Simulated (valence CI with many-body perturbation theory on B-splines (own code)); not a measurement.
Results of a calculation; reference values are marked as such.
**Sensitivity of CI+MBPT for Cs34+**

Method: valence CI with perturbative core correlation (CI+MBPT): three valence electrons over a frozen Dirac-Fock core [Ar], a basis of 6 s, 6 p, 5 d, 5 f, 1 g functions for each j, with the one-electron correlation potential Σ1 (screened to all orders), the two-electron term Σ2, the three-electron term Σ3, Breit, model QED; selected single and double excitations, second order for the rest, scaled by the run's own slope (own B-spline code, finite nucleus).

The last digits are not significant, and no measured levels were compared; by estimate large intervals hold to a few tenths of a per cent, small ones and those within an open d or f shell to about a per cent. Only levels of the ground parity were solved; by the run's estimate the other parity begins above the list, which can be wrong where configurations are misplaced.

The reference run has the lowest level (3d3/2^3) J=3/2 and an ionisation energy of 2230.50 eV. Its largest variational space holds 2230 state functions.

Levels are named by their leading jj configuration (3d3/2^4 stands for four electrons in 3d with j = 3/2), which in mixed levels can hold well under half, so a name can repeat and another be missing. Letters in brackets count levels of one name in rising energy.

Changed runs:
A. correlating orbitals by l 3 3 3 3 1 → 4 4 0 0 0
B. scale of Σ1 1 → 0
C. correlating orbitals by l 3 3 3 3 1 → 4 4 3 3 2
D. correlating orbitals by l 3 3 3 3 1 → 2 2 1 1 0; natural orbitals for correlation on → off (bad on purpose)

Excitation energies of the reference run in cm⁻¹, and shifts in cm⁻¹:

```
                    Level  Reference      A      B       C      D
(3d3/2^2 3d5/2) J=5/2 [a]      99562   -680   -820     +95   -648
    (3d3/2^2 3d5/2) J=3/2     143708   +323   -781     -89   +300
    (3d3/2^2 3d5/2) J=7/2     145317   -315   -967     +16   -311
    (3d3/2^2 3d5/2) J=9/2     158251    +68   -900     -64    +39
    (3d3/2^2 3d5/2) J=1/2     167469   +461   -863    -124   +423
(3d3/2^2 3d5/2) J=5/2 [b]     254641   +872  -1275    -139   +774
(3d3/2 3d5/2^2) J=7/2 [a]     256381   -114  -1630     -16   -118
    (3d3/2 3d5/2^2) J=9/2     271848   -261  -1731    -9.4   -274
(3d3/2 3d5/2^2) J=3/2 [a]     300906   +536  -1748     -92   +497
    (3d3/2 3d5/2^2) J=1/2     315126   +752  -1780    -194   +732
   (3d3/2 3d5/2^2) J=11/2     328234   +500  -1786    -162   +418
(3d3/2 3d5/2^2) J=5/2 [a]     347680  +1186  -1724    -211  +1066
   Ionisation energy (eV)    2230.50  -0.21  -2.62  +0.028  -0.22
```
